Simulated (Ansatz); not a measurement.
Cost and result for the atomization energy of C2H5BrSi, SMILES `Br[SiH]1CC1` (9 atoms, 9 bonds).

```xyz
9

Br    1.3183    2.1412    1.3606
Si    0.3955    0.9327   -0.2385
C    -0.9549   -0.2328    0.1754
C     0.4265   -0.8945   -0.1215
H     0.4529    1.6343   -1.5336
H    -1.2993   -0.3041    1.2019
H    -1.7447   -0.4207   -0.5454
H     0.9145   -1.3639    0.7266
H     0.4912   -1.4921   -1.0255
```

Charge 0, multiplicity 1. Correlated methods include outer-core shells of Br, which these sets cover unevenly. Scalar relativity is left out up to krypton. Geometry: relaxed with PBE0-D4/def2-TZVP. Program: Ansatz. All runs use 4 threads of an Arm Neoverse V1 on a shared host. Times are those of one run each, without the atoms' runs, and a repeat can differ threefold. Electronic energies, without spin–orbit coupling; frozen cores. CCSD(T)/CBS adds CCSD(T) − MP2 in def2-TZVPP to the MP2 limit, and its time is that of the two runs behind it. T1 = 0.009. With those shells the extrapolation isn't a true limit. B3LYP takes the VWN-RPA correlation (the form of Gaussian; ORCA's B3LYP/G).

CCSD(T)/CBS is a level of theory with its own doubt, some kJ/mol a heavy atom from the limit and from the frozen cores, so smaller differences don't rank the functionals.

```tsv
level	functions	wall time	atomization (kcal/mol)	difference from CCSD(T)/CBS	per bond
PBE-D4/def2-TZVPP (with forces)	222	2 s	780.3	11.9	1.3
PBE0-D4/def2-TZVPP	222	2.6 s	772.2	3.8	0.4
B3LYP-D4/def2-TZVPP (with forces)	222	4 s	763.9	-4.5	-0.5
r2SCAN-D4/def2-TZVPP (with forces)	222	4.2 s	772.3	3.9	0.4
B2PLYP/def2-TZVPP	222	4.6 s	757.0	-11.4	-1.3
ωB97X-V/def2-TZVPP	222	6.5 s	770.2	1.8	0.2
ωB97M-V/def2-TZVPP (with forces)	222	9.5 s	768.9	0.5	0.1
MP2/def2-QZVPP	423	17 s	771.4	3.0	0.3
CCSD(T)/def2-TZVPP	222	93 s	747.7	-20.7	-2.3
CCSD(T)/CBS(def2)	–	110 s	768.4	0.0	0.0
```

In def2-TZVPP, CCSD(T) changes the Hartree–Fock value by +177.9 kcal/mol (the triples alone add +11.2 kcal/mol) and MP2 by +189.4 kcal/mol; breaking electron pairs costs correlation energy, which Hartree–Fock lacks. The D4 term adds +7.6 kcal/mol with B3LYP and +3.9 kcal/mol with PBE0; it sums over pairs of atoms, weighted by their polarisabilities, and B3LYP, whose exchange is more repulsive, gets the larger term. From PBE to PBE0 (25 % exact exchange), in def2-TZVPP and without D4, the atomization energy moves by −7.3 kcal/mol: exact exchange takes away binding that semilocal exchange gives to molecules.
